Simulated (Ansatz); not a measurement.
Program: Ansatz.

Input file:

```yaml
crystal:
  periodic: [false, false, false]
  atoms:
    - { symbol: B, position_ang: [0.023374, -0.106658, -0.011732] }
    - { symbol: O, position_ang: [0.13192, -0.260992, 1.338092] }
    - { symbol: H, position_ang: [-0.816817, -0.098765, 1.678229] }
    - { symbol: "N", position_ang: [1.236729, -0.148483, -0.733846] }
    - { symbol: H, position_ang: [2.110603, -0.453888, -0.3212] }
    - { symbol: H, position_ang: [1.294291, -0.144362, -1.758166] }
    - { symbol: C, position_ang: [-1.364306, 0.121757, -0.800592] }
    - { symbol: H, position_ang: [-1.40696, -0.524595, -1.684817] }
    - { symbol: H, position_ang: [-2.297333, -0.166742, -0.202283] }
    - { symbol: H, position_ang: [-1.507147, 1.141581, -1.073096] }
basis:
  gaussian: { orbitals: STO-3G }
hamiltonian:
  xc: { name: BHLYP }
  dispersion: d4
md:
  timestep: 0.25
  n_steps: 25
  ensemble: nve
  temperature: 1000.0
  initial_velocities: maxwell_boltzmann
  seed: 939870
  friction: 0.001
  temperature_schedule: [{ n_steps: 10, end_temperature: 100.0 }]
```

Command:

```bash
$ ansatz run input.yaml --threads 1 --pin off --max-ram 2048MiB --backend cpu --events-out ev --progress --plain --runs-dir out
```

Question: What does the program answer?

Answer: The program refused the input.

```
Error: invalid value for `md.friction`: only applies to ensemble: nvt_langevin or npt_langevin — drop it or switch ensemble
```
